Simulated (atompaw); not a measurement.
Which change was made? (P, PAW (atompaw))

atompaw 4.2.0.5 input, output lines left out:

```
P 15
LDA-PW scalarrelativistic loggrid 1500 logderivrange -3 5 201
3 3 0 0 0 0
3 0 1
3 1 4
0 0 0
c
c
v
c
v
1
1.60 1.25 1.05 1.20
y
0.05
n
y
1.7
n
custom rrkj gramschmidtortho gaussian
bessel
1.60
1.60
1.60
1.60
```

Cutoffs, loose and tight: the cutoffs (Ry, on a coarse ladder) from which the occupation-weighted sum of valence levels, in a spherical-Bessel basis at the reference potential, stays within 10 and 1 mRy of its value at 400 Ry. They see the waves, projectors and local potential, not the compensation charge or the core.

The base gives: outcome: generated; cutoff, loose: 12 Ry; cutoff, tight: 25 Ry; bound ghosts: none.

Q: After one change the result is: outcome: generated; cutoff, loose: 15 Ry; cutoff, tight: 25 Ry; bound ghosts: none. Which change was it?
A. wave 3p channel at 1.7 Ry: rc 1.60 bohr becomes 3p channel at 1.7 Ry: rc 1.40 bohr
B. local potential vpsmatchnc scheme with l = 2 at 1 Ry, radius 1.05 bohr
C. all radii scaled by about 1.16 (s 1.86, p 1.86 bohr); local potential bessel scheme, radius 1.22 bohr; augmentation gaussian compensation charge, radius 1.46 bohr; PAW radius 1.86 bohr; waves and projectors: custom rrkj gramschmidtortho; core correction smooth core density matched at 1.40 bohr
D. reference 3s2 3p2.5

A: A. The others give: local potential vpsmatchnc scheme with l = 2 at 1 Ry, radius 1.05 bohr → outcome: generated; cutoff, loose: 12 Ry; cutoff, tight: 21 Ry; bound ghosts: s | reference 3s2 3p2.5 → outcome: generated, no UPF (negative core plus compensation charge); cutoff, loose: 12 Ry; cutoff, tight: 25 Ry; bound ghosts: none | all radii scaled by about 1.16 (s 1.86, p 1.86 bohr); local potential bessel scheme, radius 1.22 bohr; augmentation gaussian compensation charge, radius 1.46 bohr; PAW radius 1.86 bohr; waves and projectors: custom rrkj gramschmidtortho; core correction smooth core density matched at 1.40 bohr → outcome: generated, no UPF (negative core plus compensation charge); cutoff, loose: 15 Ry; cutoff, tight: 21 Ry; bound ghosts: none.
